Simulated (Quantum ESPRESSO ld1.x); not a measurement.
Values are calculated unless marked as measured or tabulated.
Problem. The mean radii <r> (bohr) of the occupied orbitals of an atom or ion are listed with their occupations. Level of theory: Dirac Kohn-Sham, LDA (Slater exchange, Perdew-Zunger correlation), spin-unpolarised, spherical densities, point nucleus (ld1.x of Quantum ESPRESSO 7.5).

orbital  occ.      <r>
1s1/2       2  0.02826

Name the element and its charge. Open shells, if any, are shared by 2j + 1.

Solution. Z = 51, antimony, charge +49: Sb49+ in [He]. The 1s radius gives Z: for a bare nucleus <r> = (2 gamma + 1)/(2Z) with gamma = sqrt(1 - (Z/c)^2), 0.028 bohr for Z = 51, and screening makes it slightly larger (0.02826 here). The occupations add up to 2, and the charge is Z minus that.
